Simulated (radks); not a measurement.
Spherical quantum dot in the effective-mass picture: electrons in a parabolic well V = omega^2 r^2 / 2 with omega = 2.61, all in effective atomic units (hartree* = m*/eps^2 hartree, bohr* = eps/m* bohr), one dielectric constant everywhere. Calculated with a radial shooting solver with Libxc functionals: non-relativistic Kohn-Sham, r2SCAN, spin-polarised, spherical densities, generalised Kohn-Sham scheme. Levels are named by radial order and angular momentum (1s, 1p, 1d, 2s, ...), and open shells are averaged over m.

N = 17, configuration 1s2 1p6 1d(up 5, down 4). This is the lowest configuration that the search found. Occupied and some empty levels:

level,occupation,eigenvalue (hartree*),<r> (bohr*)
1s up,1,17.285,0.8952
1s down,1,17.303,0.8916
1p up,3,18.934,1.143
1p down,3,18.968,1.142
1d up,5,20.736,1.324
1d down,4,20.777,1.324
2s up,0,20.979,1.179
2s down,0,21.006,1.181
1f up,0,22.671,1.471
1f down,0,22.715,1.472
2p up,0,23.045,1.338
2p down,0,23.074,1.339

Energy (hartree*): total 232.526, kinetic 45.272, external 92.792, Hartree 107.32, exchange-correlation -12.856.

Electron density:

r (bohr*),n(r) (e/bohr*^3)
0.114,0.6985
0.241,0.7632
0.369,0.8704
0.496,1.006
0.623,1.143
0.750,1.246
0.878,1.283
1.00,1.231
1.13,1.093
1.26,0.8900
1.39,0.6597
1.51,0.4462
1.64,0.2737
1.77,0.1520
1.90,0.07584
2.02,0.03439
2.15,0.01409
2.28,0.005229
2.40,0.001741
2.53,0.0005290
